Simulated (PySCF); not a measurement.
B(F)(H)(SeH) (BFH2Se), SMILES FB[SeH].

The structure is a stationary point at B3LYP-D3(BJ)/def2-TZVP. The values are those of a single conformer.

These are PBE/def2-TZVPD (PySCF) values and carry that method's errors.

Symmetry labels are those of the subgroup Cs that the program uses (full group Cs).

Problem. List the valence orbital energies around the gap with their symmetry. (Estimate from the structure and the level; the computed values follow.)

Solution. 
| orbital | symmetry | energy (eV) |
|---|---|---|
| HOMO−7 | A' | -18.13 |
| HOMO−6 | A' | -13.73 |
| HOMO−5 | A' | -11.77 |
| HOMO−4 | A" | -11.28 |
| HOMO−3 | A' | -10.71 |
| HOMO−2 | A' | -9.61 |
| HOMO−1 | A' | -7.59 |
| HOMO | A" | -6.69 |
| LUMO | A" | -1.88 |
| LUMO+1 | A' | -1.16 |
| LUMO+2 | A' | -0.16 |
| LUMO+3 | A' | 0.31 |
